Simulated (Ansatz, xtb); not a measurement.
# A geometry optimisation of CH4NSn− with r2SCAN-D4/def2-SVPD

The starting geometry of this gas-phase singlet was built from a drawn formula by distance geometry and a force field; its bonds are those of `[CH2]1[N-][SnH2]1`.

```xyz
7

C     0.4784    0.0848   -0.4618
N    -0.2171    0.8413   -1.4551
Sn   -1.5575    0.0597    0.0323
H     0.8880   -0.8339   -0.9227
H     1.1399    0.7008    0.1690
H    -2.1484    1.4207    0.9527
H    -2.5543   -1.0807   -0.8110
```

Where would you expect an optimisation with r2SCAN-D4/def2-SVPD to take it?

A bond breaks, leaving `C=[N][SnH2-]`. Distances that change by over a tenth: C1–N2 (1.43 → 1.26 Å). Contacts that open: C1–Sn3 (2.10 → 3.04 Å).

The energy falls by 2.83 eV over 25 steps:

```json
{"step": "1", "E − E(last) (eV)": "2.827"}
{"step": "4", "E − E(last) (eV)": "1.593"}
{"step": "6", "E − E(last) (eV)": "1.406"}
{"step": "9", "E − E(last) (eV)": "0.871"}
{"step": "12", "E − E(last) (eV)": "0.424"}
{"step": "14", "E − E(last) (eV)": "0.263"}
{"step": "17", "E − E(last) (eV)": "0.040"}
{"step": "20", "E − E(last) (eV)": "0.002"}
{"step": "22", "E − E(last) (eV)": "0.000"}
{"step": "25", "E − E(last) (eV)": "0.000"}
```

Final geometry (Å):

```xyz
7

C     0.7333    0.2065   -0.5689
N     0.0056    0.5393    0.4049
Sn   -2.0267   -0.2586    0.6161
H     0.4058   -0.4320   -1.4312
H     1.7997    0.5486   -0.6411
H    -2.7635    1.3447    0.2538
H    -2.1253   -0.7558   -1.1303
```

From the same start GFN2-xTB reaches the same bonding as this run.

No frequencies were run, so the end isn't proven a minimum. Atoms past krypton carry core potentials, without spin–orbit terms. Run with Ansatz 0.2.0, 59 s on 2 threads of Arm Neoverse V2 (shared host).
